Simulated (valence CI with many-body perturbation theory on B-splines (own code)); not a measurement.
Values are calculated unless marked as measured or tabulated.
## From CI to CI+MBPT in Cs32+

Method: valence CI with perturbative core correlation (CI+MBPT): five valence electrons over a frozen Dirac-Fock core [Ar], a basis of 7 s, 7 p, 8 d, 6 f, 4 g, 1 h functions for each j, with the one-electron correlation potential Σ1, the two-electron term Σ2, the three-electron term Σ3, Breit, model QED; selected CI, second order for the rest (own B-spline code, finite nucleus).

No measured spectrum was set against this ion. As an estimate, large intervals hold to a few tenths of a per cent, small ones and those within an open d or f shell to about a per cent. Only levels of the ground parity were solved; by the run's estimate the other parity begins above the list, which can be wrong where configurations are misplaced.

Each rung adds one term. CI alone is the Dirac-Coulomb CI over the frozen core; QED comes last and gives the full result, which names the levels. Energies are above (3d3/2^4 3d5/2) J=5/2 on the same rung, in eV.

Levels are named by their leading jj configuration (3d3/2^4 stands for four electrons in 3d with j = 3/2), which in mixed levels can hold well under half, so a name can repeat and another be missing. Letters in brackets count levels of one name in rising energy.

| Level | CI alone |
| --- | --- |
| (3d3/2^3 3d5/2^2) J=5/2 [a] | 12.126 |
| (3d3/2^3 3d5/2^2) J=7/2 [a] | 20.053 |
| (3d3/2^3 3d5/2^2) J=3/2 [a] | 20.672 |
| (3d3/2^3 3d5/2^2) J=11/2 | 21.458 |
| (3d3/2^3 3d5/2^2) J=9/2 | 23.562 |
| (3d3/2^3 3d5/2^2) J=5/2 [b] | 23.976 |
| (3d3/2^3 3d5/2^2) J=1/2 | 25.271 |
| (3d3/2^3 3d5/2^2) J=7/2 [b] | 29.400 |
| (3d3/2^2 3d5/2^3) J=5/2 [a] | 30.996 |
| (3d3/2^2 3d5/2^3) J=7/2 [a] | 34.499 |
| (3d3/2^3 3d5/2^2) J=3/2 [b] | 34.989 |
| (3d3/2^2 3d5/2^3) J=11/2 | 35.097 |
| (3d3/2^2 3d5/2^3) J=9/2 [a] | 37.081 |
| (3d3/2^2 3d5/2^3) J=1/2 [a] | 37.132 |
| (3d3/2^2 3d5/2^3) J=13/2 | 38.835 |
| (3d3/2^2 3d5/2^3) J=3/2 [a] | 38.313 |

Q: What do these energies become with core correlation, Breit and QED?

A: (3d3/2^3 3d5/2^2) J=5/2 [a] 12.023 (-0.1026); (3d3/2^3 3d5/2^2) J=7/2 [a] 19.598 (-0.4552); (3d3/2^3 3d5/2^2) J=3/2 [a] 20.245 (-0.4274); (3d3/2^3 3d5/2^2) J=11/2 20.668 (-0.7897); (3d3/2^3 3d5/2^2) J=9/2 22.940 (-0.6220); (3d3/2^3 3d5/2^2) J=5/2 [b] 23.519 (-0.4569); (3d3/2^3 3d5/2^2) J=1/2 24.726 (-0.5455); (3d3/2^3 3d5/2^2) J=7/2 [b] 28.546 (-0.8538); (3d3/2^2 3d5/2^3) J=5/2 [a] 30.502 (-0.4945); (3d3/2^2 3d5/2^3) J=7/2 [a] 33.732 (-0.7669); (3d3/2^3 3d5/2^2) J=3/2 [b] 34.356 (-0.6335); (3d3/2^2 3d5/2^3) J=11/2 34.386 (-0.7105); (3d3/2^2 3d5/2^3) J=9/2 [a] 36.194 (-0.8875); (3d3/2^2 3d5/2^3) J=1/2 [a] 36.603 (-0.5297); (3d3/2^2 3d5/2^3) J=13/2 37.716 (-1.1196); (3d3/2^2 3d5/2^3) J=3/2 [a] 37.790 (-0.5232).

Q: How does the ionisation energy move along the ladder, and which term matters most?

A: CI alone 2017.2, + Σ1 2019.5, + Σ2 2029.1, + Σ3 2029.2, + Breit 2028.9, + QED 2029.0 eV. The largest step is Σ2, 9.6 eV. NIST lists 2029 ± 4 eV (theoretical).
